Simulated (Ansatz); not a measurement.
System: H5BGeO, charge 0, singlet. H5BGeO (SMILES [BH](O)[GeH3]).
B3LYP-D3(BJ)/def2-TZVP minimum from Ansatz (a program for electronic structure):
```xyz
8

B     -1.2948     0.3505    -0.3074
Ge     0.5485    -0.4435     0.2599
H      0.8627    -1.7543    -0.4883
H      1.7020     0.5453    -0.0383
H      0.5957    -0.7625     1.7675
H     -2.3129    -0.2560    -0.1612
O     -1.4169     1.5761    -0.8607
H     -0.5891     2.0570    -0.9742
```
Charge 0, spin multiplicity 1.

Total energies in cc-pVDZ, 18 correlated electrons, 16 frozen orbitals. Radicals and triplets start from unrestricted determinants; spin-orbit coupling is neglected. Cores are frozen in correlated methods (noble-gas shells, and filled d and f shells in the p block). No relativity.

```
method    program  energy (Eh)  minus CCSDT(Q) (mEh)
--------  -------  -----------  --------------------
HF         Ansatz  -2177.82239                427.72
MP2        Ansatz  -2178.19648                 53.63
CCSD       Ansatz  -2178.23800                 12.11
CCSD(T)    Ansatz  -2178.24827                  1.85
CCSDT(Q)   Ansatz  -2178.25011                  0.00
```

Rough core times of Ansatz's runs on a shared machine: CCSD(T) under 20 s, CCSDT(Q) 2 min.
